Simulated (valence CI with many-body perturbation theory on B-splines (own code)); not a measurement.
The numbers below are computed, except where a source is named.
**Ladder of approximations for Cs47+**

Method: configuration interaction combined with many-body perturbation theory (CI+MBPT): six valence electrons over a frozen Dirac-Fock core [He], radial functions for each j: 9 s, 9 p, 8 d, 6 f, 3 g, 1 h, with the one-electron correlation potential Σ1 (screened to all orders), the two-electron term Σ2, the three-electron term Σ3, Breit, model QED; selected single and double excitations, second order for the rest, scaled by the run's own slope (own B-spline code, finite nucleus).

The last digits are not significant, and no measured levels were compared; by estimate large intervals hold to a few tenths of a per cent, small ones and those within an open d or f shell to about a per cent. Among the levels kept, up to 2400 cm⁻¹ of a level comes from second order outside the variational space, and about a tenth of that is noise between levels of different J, which matters for small intervals.

Each rung adds one term. CI alone is the Dirac-Coulomb CI over the frozen core; QED comes last and gives the full result, which names the levels. Energies are above (2s^2 2p1/2^2 2p3/2^2) J=2 on the same rung, in eV.

Levels are named by their leading jj configuration (3d3/2^4 stands for four electrons in 3d with j = 3/2), which in mixed levels can hold well under half, so a name can repeat and another be missing. Letters in brackets count levels of one name in rising energy.

```tsv
Level	CI alone	+ Σ1	+ Σ2	+ Σ3	+ Breit	Full
(2s^2 2p1/2^2 2p3/2^2) J=0	35.9	35.9	36.1	36.0	39.1	39.1
(2s^2 2p1/2 2p3/2^3) J=1	366.0	366.1	366.1	366.1	362.2	362.9
(2s^2 2p1/2 2p3/2^3) J=2	385.8	385.9	386.0	385.9	379.1	379.7
(2s 2p1/2^2 2p3/2^3) J=2	635.6	635.4	635.2	635.0	635.0	629.5
(2s 2p1/2^2 2p3/2^3) J=1	689.6	689.4	689.0	688.8	689.6	684.1
(2s^2 2p3/2^4) J=0	764.3	764.5	764.8	764.7	755.7	756.9
(2s 2p1/2 2p3/2^4) J=0	1009.7	1009.7	1009.6	1009.4	1005.3	1000.4
(2s 2p1/2 2p3/2^4) J=1	1043.5	1043.4	1043.2	1042.9	1037.5	1032.6
(2p1/2^2 2p3/2^4) J=0	1356.0	1355.8	1355.1	1354.6	1356.2	1345.2
(2s^2 2p1/2^2 2p3/2 3s) J=2	4638.1	4638.4	4638.5	4638.3	4633.7	4635.0
(2s^2 2p1/2^2 2p3/2 3s) J=1	4644.6	4644.9	4645.0	4644.8	4640.4	4641.6
(2s^2 2p1/2^2 2p3/2 3p1/2) J=1	4715.9	4716.1	4716.2	4716.0	4713.8	4713.3
(2s^2 2p1/2^2 2p3/2 3p1/2) J=2	4718.6	4718.8	4718.9	4718.7	4715.6	4715.1
(2s^2 2p1/2^2 2p3/2 3p3/2) J=3	4822.2	4822.5	4822.5	4822.4	4817.4	4817.1
(2s^2 2p1/2^2 2p3/2 3p3/2) J=1	4822.0	4822.3	4822.4	4822.2	4817.5	4817.2
(2s^2 2p1/2^2 2p3/2 3p3/2) J=2	4841.0	4841.3	4841.3	4841.1	4836.6	4836.3
(2s^2 2p1/2^2 2p3/2 3p3/2) J=0	4857.3	4857.5	4857.7	4857.5	4854.2	4853.8
(2s^2 2p1/2^2 2p3/2 3d3/2) J=2	4906.8	4907.1	4907.2	4907.0	4902.4	4901.9
(2s^2 2p1/2^2 2p3/2 3d3/2) J=3	4913.3	4913.6	4913.7	4913.5	4908.0	4907.5
(2s^2 2p1/2^2 2p3/2 3d3/2) J=1	4914.9	4915.2	4915.3	4915.2	4910.5	4910.0
(2s^2 2p1/2^2 2p3/2 3d3/2) J=0	4914.5	4914.8	4915.0	4914.9	4911.7	4911.2
(2s^2 2p1/2^2 2p3/2 3d5/2) J=4	4937.7	4938.0	4938.1	4937.9	4931.6	4931.1
(2s^2 2p1/2^2 2p3/2 3d5/2) J=2	4945.1	4945.4	4945.5	4945.3	4939.4	4939.0
(2s^2 2p1/2^2 2p3/2 3d5/2) J=3	4957.8	4958.1	4958.2	4958.0	4951.4	4951.1
(2s^2 2p1/2^2 2p3/2 3d5/2) J=1	4964.0	4964.2	4964.3	4964.2	4958.8	4958.4
(2s^2 2p1/2 2p3/2^2 3s) J=2 [a]	4991.7	4992.1	4992.2	4992.0	4982.0	4983.9
(2s^2 2p1/2 2p3/2^2 3s) J=1 [a]	4999.9	5000.2	5000.3	5000.1	4990.1	4992.0
(2s^2 2p1/2 2p3/2^2 3s) J=3	5017.4	5017.8	5017.9	5017.7	5003.7	5005.6
(2s^2 2p1/2 2p3/2^2 3s) J=2 [b]	5022.3	5022.7	5022.8	5022.6	5008.9	5010.8
(2s^2 2p1/2 2p3/2^2 3s) J=0	5043.9	5044.3	5044.6	5044.4	5035.5	5037.4
(2s^2 2p1/2 2p3/2^2 3s) J=1 [b]	5047.3	5047.7	5047.8	5047.6	5038.4	5040.3
```

**Question.** How does the ionisation energy move along the ladder, and which term matters most?

**Answer.** CI alone 8490.6, + Σ1 8490.9, + Σ2 8491.2, + Σ3 8491.0, + Breit 8484.4, + QED 8483.9 eV. The largest step is Breit, -6.6 eV. NIST lists 8484 ± 4 eV (theoretical).
